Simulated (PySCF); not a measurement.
PySCF input for Si(H)2(Me)(SH) (CH₆SSi), SMILES C[SiH2]S, PBE0-D3(BJ)/def2-SVP. The structure is a stationary point at PBE0-D3(BJ)/def2-SVP. The values are those of a single conformer.

```python
import numpy as np
from pyscf import gto, scf, dft, df
from pyscf.hessian import thermo

mol = gto.M(
    atom='''
    Si   -0.41944598    0.61981175    0.24383220
    C    -1.84217584   -0.59948668    0.23701798
    S     1.42098888   -0.26837706   -0.43844755
    H    -0.65638968    1.73142978   -0.72296642
    H    -0.24530178    1.19275799    1.61420036
    H    -1.65311081   -1.42762517    0.93746248
    H    -2.77719752   -0.10252308    0.54160524
    H    -1.98131128   -1.02426189   -0.76831276
    H     1.50278783   -1.15618919    0.57741323
    ''',
    basis='def2-SVP',
    charge=0,
    spin=0,
    max_memory=1600,
    verbose=3,
)
mf = dft.RKS(mol, xc='pbe0').density_fit(auxbasis='def2-universal-jkfit')
mf.disp = 'd3bj'
mf.grids.level = 3
mf.conv_tol = 1e-11
mf.max_cycle = 100
mf.kernel()

# analytic Hessian; the response equations are solved on a coarser grid
h, args, fine = mf.Hessian(), (mf.mo_energy, mf.mo_coeff, mf.mo_occ), mf.grids
h.max_memory = max(150, 2.5e-5 * df.make_auxmol(mol, mf.with_df.auxbasis).nao * mol.nelec[0] * (mol.nelec[0] + mol.nao))  # MB; small integral blocks
h1ao = h.make_h1(mf.mo_coeff, mf.mo_occ)
mf.grids = dft.Grids(mol).set(level=1).build(with_non0tab=True)
mo1, mo_e1 = h.solve_mo1(*args, h1ao)
mf.grids = fine
hess = h.hess_elec(*args, mo1, mo_e1, h1ao) + h.hess_nuc()
if mf.do_disp():
    hess += h.get_dispersion()
for i in range(mol.natm):  # the analytic DFT Hessian lacks the response of the grid: restore translational invariance
    hess[i, i] -= hess[i].sum(axis=0)
hess = (hess + hess.transpose(1, 0, 3, 2)) / 2
vib = thermo.harmonic_analysis(mol, hess, imaginary_freq=False)
thermo.dump_normal_mode(mol, vib)
th = thermo.thermo(mf, vib['freq_au'][vib['freq_au'] > 0], 298.15, 101325)
thermo.dump_thermo(mol, th)
g0 = mf.nuc_grad_method().set(verbose=0).kernel()

# dipole derivatives [dipole axis, atom, xyz] from the same response
r, irp = mol.intor('int1e_r'), mol.intor('int1e_irp').reshape(3, 3, mol.nao, mol.nao)
sl, dm0, ok = mol.aoslice_by_atom(), np.array(mf.make_rdm1()), []
dmu = np.einsum('a,xt->xat', mol.atom_charges(), np.eye(3))
for a, (_, _, p0, p1) in enumerate(sl):
    dmu[:, a] += 2 * np.einsum('xtij,ij->xt', irp[:, :, :, p0:p1], dm0.reshape(-1, mol.nao, mol.nao).sum(0)[:, p0:p1])
    for u, c, occ, f in [(mo1, mf.mo_coeff, mf.mo_occ, 4)]:
        dmu[:, a] -= f * np.einsum('tui,xuv,vi->xt', u[a], r, c[:, occ > 0], optimize=True)
L = vib['norm_mode']
ir = 974.8801 * (np.einsum('xat,kat->kx', dmu, L) ** 2).sum(1)       # km/mol
apt = np.einsum('xax->a', dmu) / 3

# polarisability derivatives from nuclear gradients in small electric fields
h0, F = mf.get_hcore(), 0.005
def in_field(f, guess):
    m = mf.copy()
    m.verbose, m.conv_tol, m.conv_tol_grad = 0, 1e-11, 2e-7
    m.get_hcore = lambda *a: h0 + np.einsum('x,xij->ij', f, r)
    m.kernel(guess)
    ok.append(m.converged)
    dm = np.array(m.make_rdm1())
    g = m.nuc_grad_method().kernel() - np.outer(mol.atom_charges(), f)
    for a, (_, _, p0, p1) in enumerate(sl):
        g[a] -= 2 * np.einsum('x,xtij,ij->t', f, irp[:, :, :, p0:p1], dm[:, p0:p1])
    return g, -np.einsum('xij,ij->x', r, dm), dm
E = np.eye(3) * F
g0, _, dm0 = in_field(np.zeros(3), dm0)
gp = [in_field(e, dm0) for e in E]
gm = [in_field(-e, 2 * dm0 - p[2]) for e, p in zip(E, gp)]
alpha = np.array([(p[1] - q[1]) / (2 * F) for p, q in zip(gp, gm)])  # bohr^3
check = abs(np.array([-(p[0] - q[0]) / (2 * F) for p, q in zip(gp, gm)]) - dmu).max()
print('static polarisability / bohr^3:', alpha.round(3))
print('largest difference of analytic and finite-field dipole derivatives / e:', check)
da = np.zeros((3, 3, mol.natm, 3))
for x in range(3):
    da[x, x] = -(gp[x][0] + gm[x][0] - 2 * g0) / F**2
for x, y in ((0, 1), (0, 2), (1, 2)):
    up, down = in_field(E[x] + E[y], gp[x][2] + gp[y][2] - dm0), in_field(-E[x] - E[y], gm[x][2] + gm[y][2] - dm0)
    both = -(up[0] + down[0] - 2 * g0) / F**2
    da[x, y] = da[y, x] = (both - da[x, x] - da[y, y]) / 2
aq = np.einsum('xyat,kat->kxy', da, L) * 0.529177210903**2           # A^2/amu^1/2
a = np.einsum('kxx->k', aq) / 3
g2 = 1.5 * (aq**2).sum((1, 2)) - 4.5 * a**2
raman, depol = 45 * a**2 + 7 * g2, 3 * g2 / (45 * a**2 + 4 * g2 + 1e-12)
print('mode   freq/cm-1   IR/(km/mol)   Raman/(A^4/amu)   depolarisation')
for k, w in enumerate(vib['freq_wavenumber']):
    print(f'{k + 1:4d} {w:11.2f} {ir[k]:13.3f} {raman[k]:17.3f} {depol[k]:16.3f}')
print('max |gradient| / (hartree/bohr):', abs(g0).max())
print('APT charges:', apt.round(4))
```

Program output:

```
converged SCF energy = -728.87771142131

WARN: DFTD3 does not support analytical Hessian, using finite difference


WARN: Mole.unit (angstrom) is changed to Bohr

Mode                                 0                   1                   2
Irrep
Freq [cm^-1]                      162.6959            172.0245            211.0700
Reduced mass [au]                   1.2685              1.2292              1.7183
Force const [Dyne/A]                0.0198              0.0214              0.0451
Char temp [K]                     234.0832            247.5049            303.6827
Normal mode                   x     y     z       x     y     z       x     y     z
       0  Si                -0.00 -0.05 -0.01    0.00 -0.05  0.02    0.01  0.05  0.04
       1   C                -0.08  0.04  0.01   -0.07  0.03  0.00    0.09 -0.03 -0.06
       2   S                 0.03  0.01 -0.00    0.02  0.02 -0.02   -0.06 -0.04 -0.02
       3   H                -0.02 -0.04 -0.00    0.01 -0.03  0.04   -0.02  0.07  0.06
       4   H                 0.05 -0.07 -0.01    0.03 -0.07  0.03    0.06  0.01  0.05
       5   H                -0.03 -0.11 -0.18   -0.36  0.26  0.35    0.11 -0.01 -0.04
       6   H                 0.02  0.08  0.28   -0.11  0.23 -0.46   -0.02 -0.15 -0.18
       7   H                -0.32  0.25 -0.04    0.20 -0.29  0.10    0.27 -0.06 -0.07
       8   H                 0.40  0.44  0.34    0.20  0.13  0.05    0.27  0.43  0.37
Mode                                 3                   4                   5
Irrep
Freq [cm^-1]                      463.1027            500.6442            596.9008
Reduced mass [au]                   1.1171              8.7120              1.0322
Force const [Dyne/A]                0.1412              1.2866              0.2167
Char temp [K]                     666.3016            720.3155            858.8073
Normal mode                   x     y     z       x     y     z       x     y     z
       0  Si                 0.02 -0.02  0.05   -0.09  0.07  0.04    0.01 -0.00 -0.01
       1   C                 0.01  0.00 -0.01   -0.05 -0.02  0.01    0.02 -0.02  0.03
       2   S                -0.02  0.01 -0.01    0.10 -0.05 -0.04    0.01 -0.00 -0.00
       3   H                -0.03 -0.40 -0.39   -0.12  0.04  0.01   -0.58 -0.02  0.11
       4   H                -0.05  0.54 -0.18   -0.05  0.11  0.02    0.34 -0.00 -0.05
       5   H                -0.20 -0.16 -0.15   -0.01 -0.05 -0.03   -0.28 -0.16 -0.07
       6   H                -0.01  0.03 -0.10   -0.12 -0.13 -0.03    0.05  0.14 -0.12
       7   H                 0.15  0.24 -0.13    0.05  0.01 -0.02    0.09  0.19 -0.08
       8   H                 0.19 -0.10 -0.12    0.09 -0.06 -0.04   -0.50  0.16  0.18
Mode                                 6                   7                   8
Irrep
Freq [cm^-1]                      691.0442            731.2169            816.6048
Reduced mass [au]                   1.6560              1.8507              1.2065
Force const [Dyne/A]                0.4659              0.5830              0.4740
Char temp [K]                     994.2588           1052.0583           1174.9125
Normal mode                   x     y     z       x     y     z       x     y     z
       0  Si                 0.06  0.02 -0.02    0.07  0.05  0.02   -0.00 -0.04  0.03
       1   C                -0.14 -0.05  0.03   -0.06 -0.13 -0.03   -0.02  0.06 -0.01
       2   S                -0.01  0.02  0.01   -0.00 -0.00 -0.01    0.02  0.01 -0.03
       3   H                 0.21  0.05 -0.02    0.02  0.02 -0.01    0.27 -0.13 -0.14
       4   H                 0.45  0.02 -0.07   -0.39  0.12  0.05   -0.24  0.13 -0.01
       5   H                 0.02 -0.11 -0.08   -0.26 -0.09  0.07    0.24  0.12 -0.01
       6   H                -0.35 -0.39 -0.06    0.10  0.15  0.06   -0.12 -0.18  0.04
       7   H                 0.12 -0.04 -0.02   -0.38 -0.19  0.04    0.11 -0.04  0.02
       8   H                -0.03 -0.02 -0.02   -0.15  0.11  0.10   -0.60  0.27  0.26
Mode                                 9                  10                  11
Irrep
Freq [cm^-1]                      883.7772            907.5271            935.3377
Reduced mass [au]                   1.2383              1.2262              1.0549
Force const [Dyne/A]                0.5699              0.5950              0.5438
Char temp [K]                    1271.5586           1305.7295           1345.7426
Normal mode                   x     y     z       x     y     z       x     y     z
       0  Si                -0.02  0.01 -0.03    0.05 -0.01 -0.03    0.00  0.04  0.01
       1   C                 0.03 -0.04  0.10   -0.04  0.05  0.05    0.00 -0.00  0.01
       2   S                 0.00  0.00 -0.01   -0.01 -0.00  0.00    0.00  0.00 -0.00
       3   H                 0.52  0.19  0.06   -0.44  0.04  0.14   -0.04 -0.44 -0.52
       4   H                -0.21 -0.13  0.06   -0.59 -0.10  0.10    0.02 -0.63  0.27
       5   H                -0.34 -0.28 -0.10    0.08 -0.05 -0.10   -0.04 -0.02 -0.00
       6   H                 0.02  0.11 -0.16   -0.23 -0.24 -0.06   -0.02 -0.02 -0.01
       7   H                 0.23  0.33 -0.08    0.25  0.10 -0.01   -0.00  0.03 -0.00
       8   H                -0.07  0.05  0.05    0.12 -0.05 -0.04   -0.03 -0.00 -0.00
Mode                                12                  13                  14
Irrep
Freq [cm^-1]                     1262.2905           1424.9168           1428.5387
Reduced mass [au]                   1.2593              1.0482              1.0487
Force const [Dyne/A]                1.1823              1.2539              1.2609
Char temp [K]                    1816.1549           2050.1381           2055.3491
Normal mode                   x     y     z       x     y     z       x     y     z
       0  Si                -0.01 -0.01  0.00    0.00 -0.00  0.00   -0.00  0.00  0.00
       1   C                 0.10  0.09  0.00    0.01 -0.02  0.05   -0.03  0.04  0.02
       2   S                 0.00 -0.00 -0.00    0.00  0.00 -0.00   -0.00 -0.00  0.00
       3   H                 0.02  0.00  0.01   -0.01 -0.01 -0.01    0.01 -0.01 -0.01
       4   H                 0.01  0.01 -0.02    0.00  0.02 -0.01    0.02 -0.01  0.00
       5   H                -0.45 -0.18 -0.14    0.43 -0.04 -0.10    0.15 -0.38 -0.52
       6   H                -0.22 -0.45 -0.07   -0.14  0.13 -0.68    0.12  0.33 -0.02
       7   H                -0.39 -0.26  0.20   -0.48  0.17  0.03    0.20 -0.54  0.23
       8   H                -0.00  0.00  0.00   -0.01  0.00  0.00   -0.00 -0.00 -0.00
Mode                                15                  16                  17
Irrep
Freq [cm^-1]                     2220.2135           2245.4439           2710.6782
Reduced mass [au]                   1.0391              1.0424              1.0382
Force const [Dyne/A]                3.0180              3.0965              4.4946
Char temp [K]                    3194.3929           3230.6939           3900.0623
Normal mode                   x     y     z       x     y     z       x     y     z
       0  Si                 0.00  0.01  0.03    0.01 -0.02  0.02   -0.00  0.00 -0.00
       1   C                -0.00 -0.00  0.00    0.00  0.00  0.00    0.00 -0.00  0.00
       2   S                -0.00  0.00  0.00    0.00  0.00 -0.00   -0.00  0.02 -0.02
       3   H                 0.01 -0.05  0.06   -0.15  0.73 -0.63    0.00 -0.01  0.01
       4   H                -0.12 -0.37 -0.90   -0.01 -0.04 -0.06    0.00 -0.00  0.00
       5   H                 0.00 -0.00  0.00   -0.00 -0.01  0.00   -0.00 -0.00  0.00
       6   H                -0.00  0.00  0.00    0.00 -0.00 -0.00    0.00  0.00  0.00
       7   H                 0.01  0.01  0.00   -0.00  0.00  0.00   -0.00  0.00 -0.00
       8   H                -0.00 -0.00  0.00    0.00 -0.01  0.01    0.07 -0.65  0.73
Mode                                18                  19                  20
Irrep
Freq [cm^-1]                     3056.9500           3161.6810           3173.6759
Reduced mass [au]                   1.0357              1.1025              1.1034
Force const [Dyne/A]                5.7024              6.4934              6.5481
Char temp [K]                    4398.2705           4548.9550           4566.2130
Normal mode                   x     y     z       x     y     z       x     y     z
       0  Si                 0.00  0.00  0.00    0.00 -0.00  0.00   -0.00  0.00  0.00
       1   C                -0.04 -0.03  0.00    0.06 -0.07  0.01   -0.00  0.01  0.09
       2   S                -0.00  0.00 -0.00   -0.00  0.00  0.00    0.00 -0.00 -0.00
       3   H                -0.00 -0.00 -0.00   -0.00  0.00 -0.00    0.00  0.00 -0.00
       4   H                -0.00 -0.00 -0.00   -0.00  0.00  0.00   -0.00 -0.00 -0.00
       5   H                -0.11  0.42 -0.36   -0.10  0.48 -0.41   -0.08  0.34 -0.27
       6   H                 0.51 -0.29 -0.17   -0.59  0.30  0.19    0.23 -0.12 -0.06
       7   H                 0.06  0.19  0.48    0.02  0.04  0.12   -0.10 -0.31 -0.72
       8   H                -0.00  0.00  0.00   -0.00 -0.00 -0.00   -0.00  0.00  0.00
temperature 298.1500 [K]
pressure 101325.00 [Pa]
Rotational constants [GHz] 15.33678 3.60160 3.13216
Symmetry number 1
Zero-point energy (ZPE) 0.06323 [Eh]   166019.748 [J/mol]
                           tot       elec      trans        rot        vib
Entropy [J/mol/K]       310.059      0.000    163.114    104.739     42.207
Cv [J/mol/K]             80.533      0.000     12.472     12.472     55.590
Cp [J/mol/K]             88.847      0.000     20.786     12.472     55.590
Internal energy [J/mol]                      3718.434   3718.434 173591.388
Internal energy [Eh]   -728.80876  -728.87771
Enthalpy [J/mol]                             6197.391   3718.434 173591.388
Enthalpy [Eh]          -728.80782
Gibbs free energy [J/mol]                  -42435.024 -27509.350 161007.495
Gibbs free energy [Eh] -728.84303
static polarisability / bohr^3: [[57.503 -3.828 -3.529]
 [-3.828 48.443 -0.786]
 [-3.526 -0.784 45.683]]
largest difference of analytic and finite-field dipole derivatives / e: 0.000962324031481776
mode   freq/cm-1   IR/(km/mol)   Raman/(A^4/amu)   depolarisation
   1      162.70         7.609             6.242            0.743
   2      172.02         1.246             1.505            0.707
   3      211.07        18.362             3.828            0.725
   4      463.10        16.554             1.226            0.699
   5      500.64        26.559            12.255            0.186
   6      596.90         7.422             3.276            0.542
   7      691.04         1.323            13.557            0.619
   8      731.22        48.921             8.683            0.281
   9      816.60         7.095            13.112            0.747
  10      883.78        41.750             8.876            0.750
  11      907.53       241.182             8.169            0.695
  12      935.34        91.031            17.740            0.748
  13     1262.29        22.581             0.720            0.176
  14     1424.92         7.245            12.434            0.749
  15     1428.54         2.856            10.850            0.742
  16     2220.21       119.808           156.289            0.191
  17     2245.44        99.571           131.549            0.283
  18     2710.68         0.322           118.317            0.289
  19     3056.95         1.616           142.739            0.010
  20     3161.68         1.818            93.570            0.738
  21     3173.68         0.860            72.910            0.750
max |gradient| / (hartree/bohr): 1.9406998959778217e-05
APT charges: [ 1.2258 -0.3971 -0.4267 -0.2562 -0.2916  0.0308  0.0223  0.0373  0.0554]
```

The calculation finished and met its thresholds.

Cost: roughly 90 core-seconds.
